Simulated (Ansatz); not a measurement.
`C[CH](C)[Mg][Cl]` + H₂ → `C[CH](C)[MgH]` + HCl at 500 K and 1 bar (hydrogenolysis of a Mg–Cl bond).

Computed with Ansatz on PBE0-D4/def2-TZVP structures; ΔE is electronic, products minus reactants. CCSD(T)/CBS adds triple-zeta CCSD(T) − MP2 to the extrapolated MP2 energy (def2 sets, frozen cores). This one scheme is used for every species. For Mg outer-core shells are correlated without core-valence functions, which leaves a few kJ/mol of doubt a bond. One conformer a species, not always the lowest.

```csv
species,CCSD(T)/CBS energy (Eh),H − E (kJ/mol),S (J/(mol·K))
`C[CH](C)[Mg][Cl]`,-778.11446,294.0,433.1
H₂,-1.17544,41.0,145.5
`C[CH](C)[MgH]`,-318.83443,298.8,391.2
HCl,-460.38127,32.5,201.9
```

H − E and S are ideal-gas, rigid-rotor, harmonic terms from PBE0-D4/def2-TZVP, for one conformer and one mirror image of each species. The MP2-based limit puts H₂ 0.8 mEh under its directly extrapolated value; such offsets cancel only in part. 1 Eh = 2625.50 kJ/mol, R = 8.31446 J/(mol·K).

**Question.** By hand: ΔE, ΔH, ΔS and ΔG.

**Answer.** ΔE = (-318.83443) + (-460.38127) − (-778.11446) − (-1.17544) = 0.07420 Eh = 194.8 kJ/mol. Δ(H − E) = 298.8 + 32.5 − 294.0 − 41.0 = -3.7, so ΔH = 191.1 kJ/mol. ΔS = 391.2 + 201.9 − 433.1 − 145.5 = 14.5 J/(mol·K). ΔG = 191.1 − 500 × (14.5)/1000 = 183.8 kJ/mol.

**Question.** By hand: the equilibrium constant, and the temperature at which ΔG would vanish if ΔH and ΔS stayed fixed.

**Answer.** log₁₀ K = −ΔG/(RT ln 10) = -19.2. ΔG = 0 at ΔH/ΔS = 13179 K, far beyond where these terms or the molecules hold.

The number of gas molecules stays the same, so ΔS is small and ΔH decides. A doubt of 5 kJ/mol in ΔE shifts log₁₀ K by 0.5 here. Other conformers and mirror images would add mixing entropy, several J/(mol·K) or more a flexible species. Modes under 60 cm⁻¹, often nearly free rotors, make the harmonic entropy too high. These are equilibria of isolated gas molecules and say nothing of rates. Largest T1 diagnostic: 0.009 (customary marks: 0.02 for closed shells, 0.045 for open ones).
